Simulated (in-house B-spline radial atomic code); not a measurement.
Stripping silver of all its electrons. The total binding energy is the sum of the 47 successive ionisation energies. Configuration: [Kr] 4d10 5s1. Computed with a radial B-spline atomic code at the basis-set limit: Dirac-Hartree-Fock, average of configuration, Fermi nucleus of rms radius 4.5454 fm.

Dirac-Coulomb total energy: -5314.6337 hartree. First-order corrections (hartree): Breit 3.542, self-energy 2.683, vacuum polarisation -0.3271, recoil 0.0188.

(1) What total binding energy follows, and how does it compare with the sum of NIST's ionisation energies?

(2) What share of the binding belongs to the last two electrons?

Results:

(1) 144458 eV from the corrected total, against 144481 ± 49 eV from NIST's table (measured, semi-empirical and theoretical entries, uncertainties added in quadrature). The difference, +23 eV, is within about twice the table's uncertainty, so it can't show the correlation energy.

(2) 42 % by NIST's values (61063.1 eV).
